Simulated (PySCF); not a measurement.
Computed properties of B(NH2)3 (BH6N3), SMILES NB(N)N

B(NH2)3 (BH₆N₃), SMILES NB(N)N. Geometry: B3LYP-D3(BJ)/def2-SVP. One conformer was computed; it need not be the lowest. All values are computed for the isolated molecule unless a solvent is named; none is compared with measurement here.

**Structure.** The optimised structure has Cs symmetry. All 24 harmonic modes at B3LYP-D3(BJ)/def2-SVP (PySCF) are real, so it is a minimum. With heavy atoms numbered as in [B:1]([NH2:2])([NH2:5])[NH2:8], the shortest bond between them is B1–N2 at 1.432 Å and the longest B1–N5 at 1.436 Å.

**Vibrations.** The strongest infrared lines (harmonic, unscaled, degenerate partners summed) lie at 306 cm⁻¹ (436 km/mol, H 86 %, N 13 %), 1596 cm⁻¹ (238 km/mol, H 68 %, N 20 %, B 12 %), 1394 cm⁻¹ (177 km/mol, B 61 %, H 29 %, N 10 %). The softest mode is at 62 cm⁻¹ and the zero-point energy is 51.6 kcal/mol.

**Electronic structure.** PBE0/def2-TZVP (PySCF) places the frontier levels at -6.60 and 0.84 eV, a gap of 7.44 eV, and gives a dipole moment of 0.19 D and a mean polarisability of 38.0 bohr³.

**Excitations.** TDDFT-B3LYP/def2-SVPD (PySCF) has S1 at 5.44 eV (228 nm, f = 0.000, dark); the most intense of the 10 singlets computed lies at 6.78 eV (f = 0.08). T1 (TDA) is at 5.27 eV. No vertical singlet excitation falls in the visible range (under 3.1 eV).

**NMR.** GIAO shifts at PBE0/pcSseg-1 (PySCF) (non-relativistic, atoms alike by connectivity averaged): ¹H at 1.2 ppm against TMS; ¹¹B at 10.0 ppm against BF3.
